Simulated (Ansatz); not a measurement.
The cluster Pt4⁺: single points at one geometry.

```yaml
crystal:
  periodic: [false, false, false]
  atoms:
    - {symbol: Pt, position_ang: [-1.142602, -0.519617, 1.210755]}
    - {symbol: Pt, position_ang: [1.142404, 0.519797, -1.210863]}
    - {symbol: Pt, position_ang: [-0.600509, -1.221211, -1.090805]}
    - {symbol: Pt, position_ang: [0.600706, 1.221020, 1.090913]}
basis:
  gaussian: {orbitals: def2-TZVP, initial_orbitals: start.molden}
total_charge: 1
magnetization: {spin_polarized: true, initial_magnetization: 1}
hamiltonian: {xc: pbe0, dispersion: d4}
scf: {omitted_lower_state_checks: [starts]}
output: {orbitals: {seedname: orbitals}}
```

The file start.molden holds the orbitals of an earlier run on this structure, at another level or in another basis.

```sh
$ ansatz run in.yaml --threads 4 --pin off --events-out ev --progress --plain --max-ram 3916MiB
```

It prints (some lines left out):

```
Functional definition: PBE0
1656 factors; their error is unknown
mean field evaluation 1: about -12963.1229 eV, gradient 3.5e2 eV
mean field evaluation 2: about -12971.3884 eV, gradient 1.5e1 eV
mean field evaluation 4: about -12979.2154 eV, gradient 4.1e0 eV
mean field evaluation 8: about -12980.9805 eV, gradient 9.6e-1 eV
mean field evaluation 16: about -12981.2607 eV, gradient 3.9e-3 eV
mean field evaluation 32: about -12981.3168 eV, gradient 2.7e-5 eV
mean field -12981.31681245 eV, -477.0545938051 hartree, gradient 6.0e-6 eV, S^2 0.864057; 0 other end points of the search recorded, 0 dependent functions left out
reference -12981.31684524 eV, -477.0545950099 hartree; 36, 35 occupied and 124, 125 virtual orbitals, 1656 factors
Total energy: -12981.53875163 eV, -477.0627499192 hartree
Checks for a lower state left out: starts
```

Run time 45 s (4 threads of Arm Neoverse V1 on a shared host), peak host memory 1 GiB.

The first input with `hamiltonian: {xc: {name: LC-wPBE}}` (abridged; 46 s):

```
Functional definition: LC-wPBE
mean field evaluation 16: about -12982.1629 eV, gradient 5.6e-2 eV
mean field -12982.16283921 eV, -477.0856847149 hartree, gradient 5.2e-6 eV, S^2 1.369411
Total energy: -12982.16283922 eV, -477.0856847152 hartree
Checks for a lower state left out: starts
```

First input, but with `hamiltonian: {xc: pbe, dispersion: d4}`, `output: {forces: true, orbitals: {seedname: orbitals}}` (abridged; 23 s):

```
Functional definition: PBE
mean field -12988.47194256 eV, -477.3175399866 hartree, gradient 6.5e-8 eV, S^2 0.956623
Total energy: -12988.73203605 eV, -477.3270982462 hartree
Atom 0 force     0.301966     0.137095    -0.319622 eV/Å
Atom 1 force    -0.301501    -0.137413     0.319923 eV/Å
Atom 2 force     0.158500     0.322884     0.288148 eV/Å
Atom 3 force    -0.158965    -0.322565    -0.288450 eV/Å
Dipole moment:     0.000000     0.000001     0.000001 e Å
Checks for a lower state left out: starts
```

The first input with `correlation: {method: mp2}` and without the key `hamiltonian` (abridged; 16 s):

```
Functional definition: HF
mean field evaluation 16: about -12882.3987 eV, gradient 2.1e-1 eV
mean field -12882.44114342 eV, -473.4209799886 hartree, gradient 2.3e-6 eV, S^2 2.228244
second order -45.08778634 eV of doubles, -0.00000000 eV of singles
Total energy: -12927.52892976 eV, -475.0779255750 hartree
Checks for a lower state left out: starts
```

As the first input, with `hamiltonian: {xc: {name: B2PLYP}}` and without the key `output` (abridged; 81 s):

```
Functional definition: B2PLYP
mean field evaluation 16: about -12945.7206 eV, gradient 4.8e-1 eV
mean field evaluation 32: about -12945.7420 eV, gradient 1.4e-3 eV
mean field -12945.74197011 eV, -475.7472424625 hartree, gradient 2.6e-6 eV, S^2 1.383501
second order -58.01554651 eV of doubles, -0.00000000 eV of singles
Total energy: -12961.40632045 eV, -476.3228967197 hartree
Checks for a lower state left out: starts
```

First input, but with `hamiltonian: {xc: r2scan, dispersion: d4}` (abridged; 40 s):

```
Functional definition: r2SCAN
mean field evaluation 16: about -12988.7066 eV, gradient 1.8e-5 eV
mean field -12988.70655688 eV, -477.3261619037 hartree, gradient 5.5e-6 eV, S^2 1.301081
Total energy: -12988.75039984 eV, -477.3277731029 hartree
Checks for a lower state left out: starts
```

Geometry: B3LYP-D4/def2-SVP.

In the def2 sets Pt takes a core potential; there is no spin–orbit coupling. LC-ωPBE has ω = 0.4 bohr⁻¹. Correlated methods freeze no core orbitals; core or outer-core shells of Pt are correlated, in sets that lack core-valence functions. At PBE0-D4/def2-TZVP, LC-ωPBE/def2-TZVP, PBE-D4/def2-TZVP, MP2/def2-TZVP and others the charge 1 doublet is spin-contaminated (final ⟨S²⟩ up to 2.23, 0.75 for a pure state). No other spin state of charge 1 was run. Another isomer (quartet) lies 1.38 eV lower at PBE0-D4/def2-TZVP; other spin states weren't run for this one.
